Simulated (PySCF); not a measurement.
K2 at PBE0

Computed with PBE0; basis K x2c-TZVPall; spin-free X2C with a Gaussian nucleus; PySCF 2.14.

```
state                          : ¹Σg⁺ (singlet), closed shell
bond length                    : 3.995 Å
harmonic wavenumber            : 91.6 cm⁻¹
force constant                 : 0.0962 mdyn/Å
rotational constant Be         : 0.05421 cm⁻¹
anharmonicity ωexe             : 0.234 cm⁻¹
vibration–rotation constant αe : 0.000167 cm⁻¹
well depth De to K + K         : 0.51 eV
dissociation energy D0         : 0.50 eV
HOMO–LUMO gap                  : 1.70 eV
bond order (Mayer)             : 0.99
```

Closed-shell solutions of metal pairs were not tested for spin polarisation, which can lower them a little.
